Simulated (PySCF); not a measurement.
Species: CH₁₃NOSi₄.
InChI=1S/CH13NOSi4/c1-7(3-6)2(4)5/h7H,1,4-6H3/t7-/m1/s1

Torsions of this conformer, `[CH3:1][Si@@H:2]([O:3][SiH3:4])[N:5]([SiH3:6])[SiH3:7]`: C1–Si2–O3–Si4 -12°, C1–Si2–N5–Si6 66°.

The closed-shell ground state was solved at several levels (PySCF, density fitting, gas phase, non-relativistic). One conformer (not necessarily the lowest) at the PBE0-D3(BJ)/def2-SVP geometry, without solvent, vibrations or thermal averaging.

| level | basis functions | total energy (Eh) | HOMO (eV) | LUMO (eV) | gap (eV) | dipole (D) |
| --- | --- | --- | --- | --- | --- | --- |
| CAM-B3LYP/def2-SVPD | 263 | -1333.4876 | -8.77 | 0.84 | 9.61 | 1.17 |
| mPW1PW91/pcSseg-1 | 212 | -1333.9628 | -7.50 | 0.11 | 7.61 | 1.21 |

Problem. What might PBE0/pcSseg-1 (212 basis functions) give for the same quantities?

Solution. Total energy -1333.2681 Eh, HOMO -7.47 eV, LUMO 0.07 eV, gap 7.54 eV, dipole 1.21 D.

Problem. Over all these levels, which gives the widest orbital gap and which the narrowest?

Solution. CAM-B3LYP/def2-SVPD (range-separated hybrid) has the widest, 9.61 eV, and PBE0/pcSseg-1 (global hybrid, 25 % exact exchange) the narrowest, 7.54 eV. Functional and basis both differ between the two, so the spread mixes both effects.

Problem. How far do the dipole and the HOMO energy spread over the levels?

Solution. The dipole runs from 1.17 to 1.21 D (mean 1.20 D) and the HOMO from -8.77 to -7.47 eV.
